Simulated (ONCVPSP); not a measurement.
# Varying the ONCV potential for S

Base potential:

S, optimised norm-conserving Vanderbilt (ONCV), made with ONCVPSP 4.0.1 (LDA (Perdew-Zunger), non-relativistic). Core [Ne], reference 3s2 3p4. Waves: 3s: rc 1.55 bohr, ncon 5, nbas 9, qcut 4.6 1/bohr, 2 projectors, debl 0.7 Ha; 3p: rc 1.60 bohr, ncon 4, nbas 7, qcut 5.3 1/bohr, 3 projectors, debl 2.3 Ha. Local part: polynomial inside 1.30 bohr (lpopt 5, dvloc0 0 Ha). Core correction: Teter function, fcfact 3.75, rcfact 1.3.

All-electron outer shells of the reference configuration (LDA (Perdew-Zunger), non-relativistic, ld1.x):

```csv
shell,level (eV),outermost node (bohr),outermost maximum (bohr)
2s,-209.52,0.13,0.39
2p,-156.50,–,0.33
3s,-17.17,0.60,1.40
3p,-7.12,0.58,1.59
```

Cutoffs, loose and tight: the cutoffs (Ha) at which the residual kinetic energy of the hardest occupied pseudo-wave falls to 1 and 0.1 mHa per electron. They do not see the model core or the augmentation charge, which bear on the density cutoff. Test errors are all-electron minus pseudo excitation energies from the reference, over the configurations 3s2 3p3; 3s2 3p2; 3s2 3p1; 3s2 3p0. A dash means not determined; rows that change the core or the reference have their own tests.

2 further variants are left out, since the program set their typed debl aside.

```csv
change,outcome,"cutoff, loose","cutoff, tight",bound ghosts,GHOST(+) flags above zero,largest test error (meV)
base,generated,20 Ha,77 Ha,none,"s, p",+205
s: debl 0.65,generated,20 Ha,77 Ha,none,"s, p",+205
s: debl 1.1,generated,20 Ha,77 Ha,none,p,+204
s: debl 2.45,generated,20 Ha,77 Ha,none,"s, p",+203
s: debl 3.75,generated,20 Ha,77 Ha,none,"s, p",+204
```

Reading the sweep of the debl of the s channel (base included, trends over the rows without a ghost): The loose cutoff stays near 20 Ha. The median size of the test errors (rows with all tests solved) stays near 44.3 meV.
